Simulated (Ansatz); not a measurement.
Q: Name a neutral molecule of C, Cu, O and H with size of the dipole moment (ωB97M-V/def2-TZVPP) between 7.05 and 7.35 D and LUMO energy (PBE/def2-TZVPP) between -2.25 and -1.95 eV (Ansatz, PBE0-D4/def2-TZVP geometry).

A: `CC(C)(C)[O][Cu-][OH2+]` (7.20 D, -1.99 eV). Other molecules can fit too; these were computed, each in one conformer that needn't be the lowest.
